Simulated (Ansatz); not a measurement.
Gas-phase electronic energies from Ansatz, PBE0-D4/def2-TZVP geometries. CBS: MP2 limit from def2 TZ/QZ plus the TZ coupled-cluster correction, frozen cores. This one scheme is used for every species. Functionals use def2-TZVPP. B3LYP here is the variant with VWN-RPA as its local correlation; programs differ in this. For Ga outer-core shells are correlated without core-valence functions, which leaves a few kJ/mol of doubt a bond. Scalar relativity is left out up to krypton. One conformer a species, not always the lowest.

Consider the ligand exchange at a Ga–Cl bond: `[NH2][Ga]([Cl])[Cl]` + `O[SiH3]` → `[NH2][Ga]([Cl])[O][SiH3]` + HCl.

Task: Is it downhill or uphill in electronic energy at CCSD(T)/CBS, and by how much? (Best estimate.)

Result: Computed: Uphill: ΔE = +9.8 kcal/mol.

Task: What do these levels give: LDA (SPW92), revPBE-D4, BLYP-D4, B97M-V, PBE0-D4, B3LYP, CAM-B3LYP, LC-ωPBE, MP2/def2-SVP, MP2/def2-TZVPP, HF/CBS(def2), MP2/CBS(def2)? (Estimate.)

Result: The calculation gave: LDA (SPW92) 11.0, revPBE-D4 10.9, BLYP-D4 9.6, B97M-V 11.1, PBE0-D4 11.6, B3LYP 11.3, CAM-B3LYP 10.5, LC-ωPBE 11.0, MP2/def2-SVP 8.1, MP2/def2-TZVPP 9.3, HF/CBS(def2) 11.2, MP2/CBS(def2) 10.2 kcal/mol.

Task: What do rigid-rotor, harmonic-oscillator terms from PBE0-D4/def2-TZVP frequencies (298.15 K, 1 bar) make of the CCSD(T)/CBS value? (Best estimate.)

Result: Computed: ΔZPE = -2.0 kcal/mol, ΔH = +8.3 kcal/mol, ΔS = -8 J/(mol·K), ΔG = +8.9 kcal/mol. Modes under 50 cm⁻¹ make the entropy rough.

Largest T1 diagnostic among the species: 0.012.

In def2-TZVPP, CCSD(T) changes the Hartree–Fock value by −2.9 kcal/mol (the triples alone add −0.2 kcal/mol) and MP2 by −2.4 kcal/mol. The D4 term adds −1.3 kcal/mol with B3LYP and −0.8 kcal/mol with PBE0; it sums over pairs of atoms, weighted by their polarisabilities, and B3LYP, whose exchange is more repulsive, gets the larger term. At CCSD(T), def2-SVP lies −1.9 kcal/mol from the extrapolated value and def2-TZVPP −0.9 kcal/mol.
